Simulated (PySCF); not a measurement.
2-chlorocyclopenta-1,3-diene (C5H5Cl), SMILES ClC1=CCC=C1.

Coordinates come from a PBE0-D3(BJ)/def2-SVP optimisation. The values are those of a single conformer.

These are TDDFT-PBE/def2-SVPD run with PySCF values and carry that method's errors.

Vertical excitations. Gas-phase values at a fixed geometry. State labels are in the subgroup Cs.

Task: Give excitation energies, oscillator strengths and character. (An estimate is asked for; the answer gives what the named calculation found.)

Result: 
| state | symmetry | energy (eV) | λ (nm) | f | main pairs |
|---|---|---|---|---|---|
| S1 | A' | 4.71 | 263 | 0.045 | HOMO→LUMO 93 % |
| S2 | A" | 5.52 | 225 | 0.000 | HOMO→LUMO+1 99 % |
| S3 | A" | 5.61 | 221 | 0.001 | HOMO−2→LUMO 100 % |
| S4 | A' | 5.67 | 219 | 0.054 | HOMO−1→LUMO 70 %, HOMO→LUMO+2 24 % |
| S5 | A" | 5.98 | 207 | 0.002 | HOMO→LUMO+3 99 % |
| S6 | A" | 6.51 | 191 | 0.002 | HOMO→LUMO+4 99 % |
| S7 | A" | 6.59 | 188 | 0.016 | HOMO→LUMO+5 99 % |
| S8 | A' | 6.75 | 184 | 0.221 | HOMO→LUMO+2 53 %, HOMO−3→LUMO 20 %, HOMO−1→LUMO 15 % |
| S9 | A" | 7.03 | 176 | 0.000 | HOMO−1→LUMO+1 97 % |
| S10 | A" | 7.16 | 173 | 0.000 | HOMO→LUMO+6 99 % |
| T1 | A' | 3.07 | 403 | 0 | HOMO→LUMO 98 % |
| T2 | A' | 4.69 | 264 | 0 | HOMO−1→LUMO 80 %, HOMO→LUMO+2 17 % |
| T3 | A" | 5.34 | 232 | 0 | HOMO→LUMO+1 99 % |
| T4 | A" | 5.49 | 226 | 0 | HOMO−2→LUMO 100 % |
Triplets are in the Tamm–Dancoff approximation, which puts them higher than full response would, so one can lie above its singlet here.
